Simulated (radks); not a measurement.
The numbers below are computed, except where a source is named.
The lead ion Pb4+, configuration [Kr] 4d10 4f14 5p6 5d10 6s2 (not the ground configuration). Code: a radial shooting solver on a logarithmic mesh with Libxc functionals. Model: scalar-relativistic Kohn-Sham, PBEsol, spin-unpolarised, spherical densities, finite nucleus; Fermi nuclear charge, rms radius 5.5012 fm.

Local quantities along the radius. ELF = 1/(1 + alpha^2) is the electron localisation function; alpha = (tau - tau_W)/tau_unif compares the Pauli kinetic energy density with that of the uniform gas; -r V(r) is the screened charge that the Kohn-Sham potential presents (atomic units); r v_xc is r times the local exchange-correlation potential (hartree bohr). tau is taken from the large components.

r (bohr)	ELF	alpha	-r V(r)	r v_xc
0.0006133	1.000	0.02040	81.72	-0.1025
0.0008246	1.000	0.02148	81.60	-0.1157
0.001109	0.999	0.02321	81.44	-0.1345
0.001502	0.999	0.02600	81.22	-0.1608
0.00202	0.999	0.03028	80.93	-0.1936
0.002716	0.999	0.03717	80.55	-0.2339
0.003651	0.998	0.04881	80.05	-0.2814
0.004909	0.995	0.06978	79.38	-0.3346
0.006653	0.987	0.1126	78.49	-0.3917
0.008945	0.960	0.2039	77.36	-0.4438
0.01203	0.852	0.4175	75.91	-0.4854
0.01617	0.565	0.8783	74.07	-0.5138
0.02174	0.342	1.387	71.77	-0.5451
0.02946	0.434	1.142	68.88	-0.6383
0.03961	0.680	0.6856	65.45	-0.7781
0.05326	0.725	0.6159	61.33	-0.8777
0.0716	0.478	1.045	56.50	-0.8999
0.09704	0.378	1.282	50.85	-0.9642
0.1305	0.659	0.7188	44.82	-1.162
0.1754	0.638	0.7533	38.36	-1.215
0.2358	0.289	1.568	31.69	-1.127
0.3171	0.582	0.8470	25.19	-1.358
0.4297	0.705	0.6471	19.10	-1.468
0.5777	0.380	1.278	14.31	-1.258
0.7768	0.352	1.356	10.68	-1.189
1.044	0.606	0.8062	7.990	-1.253
1.404	0.507	0.9870	6.184	-1.133
1.903	0.377	1.286	5.184	-0.9066
2.558	0.325	1.442	4.652	-0.6076
3.44	0.191	2.059	4.416	-0.4126
4.625	0.032	5.477	4.192	-0.1921

On this mesh the ELF has minima near r = 0.022, 0.083, 0.24, 0.67 bohr, which separate the shells, and maxima near 0.046 (0.74), 0.15 (0.71), 0.37 (0.71), 1.0 (0.61).

Self-consistent cycle (total energy in hartree, residual of the potential): 1: -20820.04325, 2e+01; 2: -20849.25138, 1e+01; 3: -20856.57713, 1e+00; 4: -20856.40632, 1e+00; 5: -20856.50331, 3e-02; 6: -20856.50891, 2e-02; 7: -20856.50894, 9e-03; 8: -20856.50899, 2e-03; 9: -20856.50900, 3e-05; 10: -20856.50900, 2e-05; 11: -20856.50900, 9e-06; 12: -20856.50900, 2e-06; 13: -20856.50900, 1e-08.
